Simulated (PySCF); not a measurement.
C3F3, SMILES C(C#[C])(F)(F)F (connectivity only; charge and spin as stated), charge +1, multiplicity 1.

The structure is a stationary point at ωB97X-D3(BJ)/def2-SVP. The multiplicity is an assumed one; other spin states were not compared. The isomer is the one that the SMILES or the coordinates give; other isomers of the formula were not compared.

All values below come from PySCF with M06-2X/def2-TZVP.

Symmetry labels are those of the subgroup Cs that the program uses (full group C3v).

Q: List the valence orbital energies around the gap with their symmetry. (The exact figures need the calculation; the answer reports its results.)

A: 
```
orbital  symmetry  energy (eV)
-------  --------  -----------
HOMO−7         A"       -22.43
HOMO−6         A'       -22.43
HOMO−5         A'       -21.66
HOMO−4         A"       -21.66
HOMO−3         A"       -20.92
HOMO−2         A'       -20.32
HOMO−1         A'       -18.79
HOMO           A"       -18.79
LUMO           A'       -15.04
LUMO+1         A"        -6.42
LUMO+2         A'        -6.42
LUMO+3         A'        -3.84
```
